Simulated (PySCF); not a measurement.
Settings: PySCF, density fitting, no solvent, no relativity; the PBE0-D3(BJ)/def2-SVP geometry of a molecule is the same in every run. BHandHLYP: 50 % exact exchange; wB97X-D: range-separated exact exchange.

Vertical ionisation energy (ΔSCF) (eV):

```csv
molecule,BHandHLYP/def2-SVPD,wB97X-D/def2-SVPD
C#C[BH2-][S+](C)C,9.11,9.20
C#CB(Cl)Cl,10.86,?
CC=C=CCC,8.95,9.09
C1=C[C@H]2C[C@H]2C1,8.59,8.69
CC1=CCC=C1,7.96,8.17
C#CC(=C)CC,8.84,9.00
C/C=C\C=C\C,7.89,8.06
```

**Question.** Predict the missing value of `C#CB(Cl)Cl` from the other molecules.

**Answer.** The functional change moves the other 6 molecules by +0.14 eV on average (standard deviation 0.05), which puts `C#CB(Cl)Cl` at 10.86 + 0.14 = 11.00 eV. A straight line through the pairs, y = 0.937x + 0.69, gives 10.86 eV. The run gave 10.96 eV: the mean change misses by 0.04, the line by 0.10 eV.

**Question.** Which of the two rules would one have trusted beforehand?

**Answer.** Leaving out each listed molecule in turn and predicting it from the rest, the mean change misses by 0.042 eV on average and the line by 0.039; so neither has a clear lead.

**Question.** How even is the effect, and which conclusions about the order would change?

**Answer.** Among the 6 molecules with both values given it runs from +0.09 eV for `C#C[BH2-][S+](C)C` to +0.21 eV for `CC1=CCC=C1`; `C#CB(Cl)Cl` moves by +0.10 eV, inside this range. The change is of one sign for all of them. No pair among the 6 changes order.

Neither level serves as a reference here, and other classes of molecule may behave otherwise.
